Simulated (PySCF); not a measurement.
## Ionisation energy of Ge by level of theory

Ge [Ar] 3d10 4s2 4p2 (3P) → Ge⁺ [Ar] 3d10 4s2 4p1 (2P), as a difference of total energies. All numbers are calculated (PySCF 2.14, the non-relativistic Hamiltonian (point nucleus), in def2-TZVPPD). Correlated levels: valence: [Ar] 3d10 frozen; valence and next inner shell: [Ne] frozen. The calculations carry no spin-orbit coupling.

```tsv
method	ionisation energy (eV)	plus first-order spin-orbit estimate	difference from reference of that sum (eV)
UHF	7.435	7.410	-0.489
LDA	8.022	7.997	+0.098
PBE	7.896	7.871	-0.028
PBE0	7.939	7.914	+0.015
r2SCAN	8.076	8.051	+0.152
PW91	7.944	7.919	+0.020
wB97X-V	7.757	7.732	-0.167
revPBE	7.852	7.827	-0.072
wB97X	7.738	7.713	-0.186
MP2 (valence)	7.775	7.750	-0.149
SCS-MP2 (valence)	7.701	7.676	-0.223
MP2 (valence and next inner shell)	7.861	7.836	-0.063
SCS-MP2 (valence and next inner shell)	7.757	7.732	-0.167
```

Reference: 7.899 eV (measured; NIST Atomic Spectra Database, ionization energies).

A first-order spin-orbit estimate (lowest level to lowest level, LS coupling) adds -0.025 eV.

These non-relativistic numbers lack the scalar-relativistic shift.

Errors of the correlated levels include the incompleteness of this basis and the frozen core.
